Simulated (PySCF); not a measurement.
# A small calculation by hand: oscillator strength and radiative lifetime

B(All)(H)2 (C3H7B), SMILES C=CCB.

Geometry optimised at PBE0-D3(BJ)/def2-SVP. The structure was generated by enumeration, and PubChem lists no compound with its InChIKey, so it may never have been made. The values are those of a single conformer.

PySCF 2.14.0 with TDA-PBE/def2-SVPD puts the first singlet state with f over 0.02 at 6.38 eV (vertical), with the transition dipole (-0.202, -0.018, -0.464) in atomic units.

### Question
Find the oscillator strength, the wavelength and the radiative lifetime that this transition would have in vacuum if emission retraced absorption.

### Answer

|μ|² = 0.2564 au, so |μ| = 1.29 D. ΔE = 6.38/27.211 = 0.2345 hartree. f = (2/3) ΔE |μ|² = 0.040 (the program prints 0.040).
λ = 1239.84/6.38 = 194 nm; ν = 51458 cm⁻¹.
Einstein's coefficient A = 0.6670 ν² f s⁻¹ (ν in cm⁻¹) = 7.1e7 s⁻¹, so τ = 1/A = 14 ns. This state is S5; the lower singlets have f = 0.005, 0.001, 0.002, 0.002. The figure is the radiative limit of this one transition; relaxation, internal conversion, crossing to triplets and a medium change what is measured.
